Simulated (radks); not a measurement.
The numbers below are computed, except where a source is named.
All-electron atom: K+ in [Ar]. Level of theory: non-relativistic Kohn-Sham, PBE, spin-polarised, spherical densities, point nucleus (a radial shooting solver on a logarithmic mesh with Libxc functionals).

Radial electron density D(r) = 4 pi r^2 rho(r):

```
   r/bohr * D(r) (the largest magnitude, 22.8, reaches the edge; | marks zero)
 0.006127 |   *
 0.006853 |    *
 0.007726 |     *
 0.008711 |       *
 0.009822 |        *
  0.01107 |          *
  0.01249 |            *
  0.01408 |               *
  0.01587 |                  *
   0.0179 |                     *
  0.02018 |                         *
  0.02275 |                             *
  0.02565 |                                 *
  0.02892 |                                      *
  0.03261 |                                          *
  0.03677 |                                              *
  0.04146 |                                                 *
  0.04637 |                                                   *
  0.05228 |                                                    *
  0.05895 |                                                    *
  0.06646 |                                                   *
  0.07494 |                                                 *
  0.08449 |                                              *
  0.09526 |                                           *
   0.1074 |                                        *
   0.1211 |                                      *
   0.1365 |                                     *
    0.154 |                                       *
   0.1736 |                                          *
   0.1957 |                                              *
   0.2207 |                                                  *
   0.2488 |                                                     *
   0.2805 |                                                      *
   0.3138 |                                                    *
   0.3538 |                                               *
   0.3989 |                                       *
   0.4497 |                               *
   0.5071 |                       *
   0.5717 |                *
   0.6446 |             *
   0.7268 |            *
   0.8195 |            *
   0.9239 |              *
    1.042 |               *
    1.175 |               *
    1.324 |              *
    1.493 |           *
    1.684 |         *
    1.898 |      *
    2.123 |   *
    2.394 |  *
    2.699 |*
    3.043 |*
    3.431 *
    3.869 *
    4.362 *
    4.918 *
```

D(r) has 3 maxima, at r = 0.0562, 0.272, 1.11 bohr, and minima at 0.132, 0.721 bohr, inside which lie 2.17, 10.33 electrons.
